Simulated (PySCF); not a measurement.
Job file and geometry (Å, from GFN2-xTB) of an NMR shielding run on `O=COC[C@H]([SiH3])C[SiH3]`, C4H12O2Si2, PySCF, GIAO PBE0/pcSseg-1 NMR shielding, non-relativistic, gas phase; density fitting, a coarse starting grid and PySCF grid level 2 are the driver's defaults:

```
$ OMP_NUM_THREADS=1 python probes_run.py task.json out

{"job": {"kind": "nmr", "xc": "PBE0", "basis": "pcSseg-1"}, "charge": 0, "multiplicity": 1}
O     -1.922453     2.816795    -0.187201
C     -1.300250     2.230127     0.647346
O     -0.864676     0.987862     0.576499
C     -1.156353     0.259892    -0.621953
C     -0.323173    -1.007116    -0.606829
Si    -0.529785    -1.901186     1.071825
C      1.133575    -0.713457    -0.970225
Si     1.982822     0.722779    -0.050632
H     -0.996874     2.660862     1.617412
H     -2.228279     0.033442    -0.635936
H     -0.929998     0.896308    -1.486068
H     -0.738532    -1.662878    -1.382533
H     -1.965237    -2.039901     1.329709
H      0.067052    -3.231984     0.921419
H      0.118753    -1.192252     2.167656
H      1.189734    -0.492709    -2.041680
H      1.719147    -1.623530    -0.821368
H      1.865862     0.597426     1.399714
H      1.473372     2.019348    -0.505058
H      3.400143     0.650850    -0.425133
```

**Question.** What does the program print?

**Answer.** 
```
coarse grid: 17208 points
cycle   1  E = -888.2031943333  dE =  8.702e-01  |g| = 8.636e-01  |ddm| = 3.882e+00
cycle   2  E = -887.8901492987  dE =  3.130e-01  |g| = 1.551e+00  |ddm| = 1.518e+00
cycle   3  E = -888.3343568059  dE = -4.442e-01  |g| = 2.518e-01  |ddm| = 1.091e+00
cycle   4  E = -888.3449400720  dE = -1.058e-02  |g| = 9.198e-02  |ddm| = 2.167e-01
cycle   5  E = -888.3464016323  dE = -1.462e-03  |g| = 1.366e-02  |ddm| = 5.899e-02
cycle   6  E = -888.3464325717  dE = -3.094e-05  |g| = 5.521e-03  |ddm| = 1.240e-02
cycle   7  E = -888.3464396243  dE = -7.053e-06  |g| = 1.160e-03  |ddm| = 5.280e-03
final grid: 155568 points
cycle   8  E = -888.4133125873  dE = -2.238e-05  |g| = 1.294e-02  |ddm| = 2.756e-02
cycle   9  E = -888.4132683053  dE =  4.428e-05  |g| = 2.005e-02  |ddm| = 2.076e-02
cycle  10  E = -888.4133433087  dE = -7.500e-05  |g| = 2.455e-03  |ddm| = 1.298e-02
cycle  11  E = -888.4133443780  dE = -1.069e-06  |g| = 3.610e-04  |ddm| = 1.572e-03
cycle  12  E = -888.4133443978  dE = -1.978e-08  |g| = 1.336e-04  |ddm| = 3.508e-04
cycle  13  E = -888.4133444016  dE = -3.804e-09  |g| = 3.483e-05  |ddm| = 1.390e-04
cycle  14  E = -888.4133444018  dE = -2.560e-10  |g| = 9.446e-06  |ddm| = 3.658e-05
converged SCF energy = -888.4133444018

GIAO shielding tensors (ppm)
atom      isotropic    diamagn.    paramagn.     s11        s22        s33       span
  0 O     -123.830     400.503    -524.333   -414.423   -256.226    299.158    713.581
  1 C       21.409     245.860    -224.452    -81.634     68.470     77.390    159.024
  2 O      119.461     403.294    -283.832    -54.989    190.549    222.825    277.814
  3 C      115.710     249.600    -133.889     97.457    110.902    138.772     41.316
  4 C      164.820     250.858     -86.038    156.788    164.635    173.037     16.249
  5 Si     419.993     880.542    -460.549    388.742    406.447    464.791     76.050
  6 C      174.600     251.375     -76.774    156.400    173.773    193.628     37.229
  7 Si     426.224     880.217    -453.993    405.615    414.027    459.030     53.414
  8 H       23.615      27.212      -3.597     19.140     24.103     27.601      8.462
  9 H       27.548      32.136      -4.588     23.187     26.895     32.561      9.375
 10 H       27.076      33.553      -6.476     23.185     27.528     30.516      7.331
 11 H       29.877      32.056      -2.179     25.274     27.572     36.785     11.511
 12 H       27.934      29.649      -1.715     24.403     25.802     33.596      9.193
 13 H       27.979      29.666      -1.687     24.510     25.756     33.671      9.161
 14 H       27.418      30.007      -2.589     23.514     27.323     31.416      7.903
 15 H       30.312      31.314      -1.002     25.167     28.232     37.537     12.370
 16 H       30.593      31.352      -0.759     25.118     29.152     37.509     12.391
 17 H       27.517      30.392      -2.875     23.962     27.017     31.572      7.610
 18 H       28.134      30.855      -2.721     24.200     27.919     32.284      8.084
 19 H       27.977      29.235      -1.258     24.265     25.433     34.232      9.967
```

**Question.** Turn these shieldings into chemical shifts. Chemical shifts δ = σref − σ; H2O for ¹⁷O (336.08 ppm); ¹³C (186.93 ppm), ²⁹Si (349.16 ppm), ¹H (31.72 ppm) vs TMS, all at this level.

**Answer.** Averaging equivalent atoms: O 0: 459.9; O 2: 216.6; C 1: 165.5; C 3: 71.2; C 4: 22.1; C 6: 12.3; Si 5: -70.8; Si 7: -77.1; H 8: 8.10; H 10: 4.64; H 9: 4.17; H 12/13/14: 3.94; H 17/18/19: 3.84; H 11: 1.84; H 15: 1.41; H 16: 1.12 ppm. Unscaled 17O shifts of doubly bonded oxygen tend to come out too high, by tens of ppm or more. Experimental scales use liquid or dissolved standards, which lie at an offset from isolated H2O (liquid H2O: subtract about 36 ppm).

Size and cost of the density-fitted run: 210 basis functions, 46 s wall time on 1 thread of an Arm Neoverse V1, shared host; peak memory 1 GiB.
